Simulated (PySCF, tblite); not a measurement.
C7H18N2.
Atom-mapped SMILES: `[CH3:1][CH2:2][CH2:3][N:4]([CH2:5][CH3:6])[NH:7][CH2:8][CH3:9]` (hydrogens: H10, H11, H12 on C1; H13, H14 on C2; H15, H16 on C3; H17, H18 on C5; H19, H20, H21 on C6; H22 on N7; H23, H24 on C8; H25, H26, H27 on C9)

Geometry (GFN2-xTB, Å), atoms numbered from 1 in this order:
```
atom  x, y, z in Å
C1    -2.5835   -2.3469    0.0461
C2    -1.2660   -1.6836   -0.3307
C3    -1.3417   -0.1646   -0.1964
N4    -0.0670    0.4312   -0.5602
C5    -0.1344    1.8492   -0.8838
C6    -0.6352    2.7785    0.2288
N7     0.9142    0.0719    0.3853
C8     2.2372   -0.0789   -0.1857
C9     3.1434   -0.7890    0.8116
H10   -3.3860   -2.0005   -0.6024
H11   -2.5084   -3.4276   -0.0486
H12   -2.8503   -2.1105    1.0743
H13   -1.0045   -1.9306   -1.3605
H14   -0.4649   -2.0441    0.3148
H15   -1.6342    0.0903    0.8357
H16   -2.0997    0.2295   -0.8774
H17    0.8704    2.1571   -1.1872
H18   -0.7868    1.9442   -1.7559
H19   -0.0148    2.6957    1.1201
H20   -1.6612    2.5395    0.4973
H21   -0.5973    3.8094   -0.1136
H22    0.9346    0.7045    1.1888
H23    2.6996    0.8798   -0.4795
H24    2.1186   -0.6851   -1.0864
H25    4.1224   -0.9625    0.3729
H26    2.7081   -1.7431    1.0948
H27    3.2676   -0.1872    1.7097
```

Method used: PBE0/pcSseg-1 in PySCF (dipole) on a GFN2-xTB geometry, gas phase.

Take the most abundant isotopes and a rigid rotor. The values belong to one conformer with, in the numbering `[CH3:1][CH2:2][CH2:3][N:4]([CH2:5][CH3:6])[NH:7][CH2:8][CH3:9]`, C1–C2–C3–N4 180°, C2–C3–N4–C5 161°, C3–N4–C5–C6 60°, C3–N4–N7–C8 147°, N4–N7–C8–C9 -166°.

**Question.** What are A, B and C (MHz)?

**Answer.** Ia = 330.21, Ib = 468.79, Ic = 726.90 u·Å²; 505379 MHz·u·Å²/I gives A = 1530, B = 1078, C = 695.3 MHz.

**Question.** What kind of rotor is it?

**Answer.** An asymmetric top; Ray's κ = -0.083.

**Question.** Is it planar, by Δ = Ic − Ia − Ib?

**Answer.** Not planar: Δ = Ic − Ia − Ib = -72.10 u·Å². For a rigid frame Δ = −2 Σ m c², so Σ m c² = 36.05 u·Å² lies off the ab plane: 17.19 from hydrogen and 18.86 from heavier atoms. The atom farthest from that plane is 1.43 Å away.

**Question.** Give the other two planar moments, Paa and Pbb, and the rms extents of the mass along the axes.

**Answer.** Paa = Σ m a² = (Ib + Ic − Ia)/2 = 432.74 and Pbb = Σ m b² = (Ia + Ic − Ib)/2 = 294.16 u·Å². With the mass M = 130.15 u, the rms extents √(P/M) along a, b and c are 1.82, 1.50, 0.53 Å.

**Question.** Where do the levels up to J = 3 lie, in K?

**Answer.** Above 0(0,0), as E/k:
J = 1: 1(0,1) 0.085, 1(1,1) 0.107, 1(1,0) 0.125
J = 2: 2(0,2) 0.248, 2(1,2) 0.259, 2(1,1) 0.314, 2(2,1) 0.379, 2(2,0) 0.387
J = 3: 3(0,3) 0.478, 3(1,3) 0.482, 3(1,2) 0.590, 3(2,2) 0.634, 3(2,1) 0.667, 3(3,1) 0.793, 3(3,0) 0.795
The levels of one J sum to (2J + 1)J(J + 1)(A + B + C)/3.

**Question.** Predict some low-J microwave lines.

**Answer.** The dipole components are |μa| = 0.76 D, |μb| = 1.08 D, |μc| = 0.37 D. The squared components, which scale the intensities, stand as 0.50 : 1.00 : 0.12 (a : b : c). Some lines, for components of 0.1 D or more:

| type | branch | J(Ka,Kc) | MHz | lower level (cm⁻¹) |
| --- | --- | --- | --- | --- |
| b | Q | 1(1,0) ← 1(0,1) | 835 | 0.059 |
| a | Q | 2(1,1) ← 2(1,2) | 1148 | 0.180 |
| b | Q | 2(2,1) ← 2(1,2) | 2506 | 0.180 |
| b | Q | 3(3,0) ← 3(2,1) | 2676 | 0.463 |
| a | R | 2(1,1) ← 1(1,0) | 3929 | 0.087 |
| b | R | 3(0,3) ← 2(1,2) | 4574 | 0.180 |
| a | R | 3(1,3) ← 2(1,2) | 4660 | 0.180 |
| b | R | 3(1,3) ← 2(0,2) | 4890 | 0.172 |
| b | R | 2(2,1) ← 1(1,0) | 5287 | 0.087 |
| c | R | 3(2,1) ← 2(1,1) | 7353 | 0.218 |
| c | R | 3(3,1) ← 2(2,1) | 8625 | 0.263 |

**Question.** Estimate the classical rotational partition function at 50 K, 100 K and 500 K.

**Answer.** Point group C1, symmetry number σ = 1; q = (√π/σ)·√((kT/h)³/(ABC)), k/h = 20836.6 MHz/K: 55600 at 50 K, 157000 at 100 K, 1760000 at 500 K.

Its GFN2-xTB frequencies are all real (lowest 50 cm⁻¹). Constants of a rigid frame at the computed geometry: no zero-point averaging, no centrifugal distortion. A rigid rotor knows nothing of inversion at nitrogen or internal rotation, which can split or shift real lines. Quadrupole hyperfine structure (14N) is left out.
